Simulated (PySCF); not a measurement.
Compound: CH₈N₂Si.
Numbering: `[CH3:1][SiH:2]([NH2:3])[NH2:4]` (hydrogens: H5, H6, H7 on C1; H8 on Si2; H9, H10 on N3; H11, H12 on N4)

All values: PBE0/def2-SVPD (PySCF, non-relativistic), on one gas-phase PBE0-D3(BJ)/def2-SVP geometry that isn't relaxed in the solvent. The solvent is an IEF-PCM continuum (cavity from Bondi-type radii × 1.2), and excitations are vertical TDDFT with non-equilibrium linear response and a frozen core. Specific hydrogen bonds and non-electrostatic terms are outside this model.

Gas-phase singlets (H = HOMO, L = LUMO):

| state | E (eV) | λ (nm) | f | leading configuration |
| --- | --- | --- | --- | --- |
| S1 | 6.444 | 192 | 0.053 | H→L 91% |
| S2 | 6.618 | 187 | 0.028 | H-1→L 80% |
| S3 | 7.118 | 174 | 0.003 | H→L+1 77% |
| S4 | 7.367 | 168 | 0.034 | H-1→L+1 66% |
| S5 | 7.481 | 166 | 0.042 | H→L+2 70% |

Task: How does the list change in chloroform (ε = 4.711)?

Result: 
| state | E (eV) | λ (nm) | f | leading configuration | change by rank (eV) |
| --- | --- | --- | --- | --- | --- |
| S1 | 6.538 | 190 | 0.071 | H→L 91% | +0.094 |
| S2 | 6.726 | 184 | 0.040 | H-1→L 80% | +0.108 |
| S3 | 7.219 | 172 | 0.004 | H→L+1 79% | +0.101 |
| S4 | 7.457 | 166 | 0.050 | H→L+2 48% | +0.090 |
| S5 | 7.530 | 165 | 0.072 | H-1→L+1 50% | +0.049 |

Task: The ground-state energy changes by -0.156 eV from gas to chloroform. By how much does the total energy of gas-phase S1 change?

Result: E(S1) = E(S0) + excitation energy, so it changes by -0.156 + 0.094 = -0.062 eV: it is lowered less than the ground state, which is what a blue shift means. This is the vertical state, with the slow part of the continuum still set for S0.

Task: How do the frontier levels move from gas to chloroform?

Result: 
```json
{"orbital": "LUMO+2", "gas (eV)": "1.44", "solvent (eV)": "1.49", "change (eV)": "+0.05", "Löwdin shares, gas": "C1 26 %, H6 12 %, Si2 11 %, H8 10 %", "Löwdin shares, solvent": "C1 26 %, Si2 12 %, H6 12 %, H8 11 %"}
{"orbital": "LUMO+1", "gas (eV)": "1.22", "solvent (eV)": "1.35", "change (eV)": "+0.13", "Löwdin shares, gas": "H11 13 %, N4 13 %, Si2 12 %, H12 12 %", "Löwdin shares, solvent": "Si2 15 %, H8 13 %, N4 13 %, N3 12 %"}
{"orbital": "LUMO", "gas (eV)": "0.57", "solvent (eV)": "0.68", "change (eV)": "+0.11", "Löwdin shares, gas": "Si2 34 %, C1 10 %, H9 9 %, H11 8 %", "Löwdin shares, solvent": "Si2 36 %, C1 10 %, H9 8 %, N3 7 %"}
{"orbital": "HOMO", "gas (eV)": "-7.09", "solvent (eV)": "-7.10", "change (eV)": "-0.01", "Löwdin shares, gas": "N4 36 %, N3 21 %, Si2 12 %, C1 10 %", "Löwdin shares, solvent": "N4 39 %, N3 19 %, Si2 12 %, C1 10 %"}
{"orbital": "HOMO-1", "gas (eV)": "-7.35", "solvent (eV)": "-7.36", "change (eV)": "-0.01", "Löwdin shares, gas": "N3 42 %, N4 28 %, Si2 11 %, H10 4 %", "Löwdin shares, solvent": "N3 46 %, N4 24 %, Si2 12 %, H10 4 %"}
{"orbital": "HOMO-2", "gas (eV)": "-9.03", "solvent (eV)": "-9.03", "change (eV)": "0.00", "Löwdin shares, gas": "C1 25 %, Si2 24 %, H8 14 %, N4 11 %", "Löwdin shares, solvent": "C1 26 %, Si2 24 %, H8 13 %, N4 11 %"}
{"orbital": "HOMO-3", "gas (eV)": "-10.01", "solvent (eV)": "-10.00", "change (eV)": "+0.01", "Löwdin shares, gas": "C1 23 %, Si2 21 %, H8 13 %, N3 12 %", "Löwdin shares, solvent": "C1 23 %, Si2 21 %, H8 14 %, N3 12 %"}
```

The HOMO–LUMO gap goes from 7.67 to 7.78 eV. Rows go by rank; for LUMO+1 and LUMO+2 the atom shares or the degeneracy differ between the runs, so the row needn't follow one orbital.

Shape of the structure used: `[CH3:1][SiH:2]([NH2:3])[NH2:4]`: H–N3–Si2–C1 38°, H–N3–Si2–C1 179°, H–N4–Si2–C1 -91°, H–N4–Si2–C1 59°.
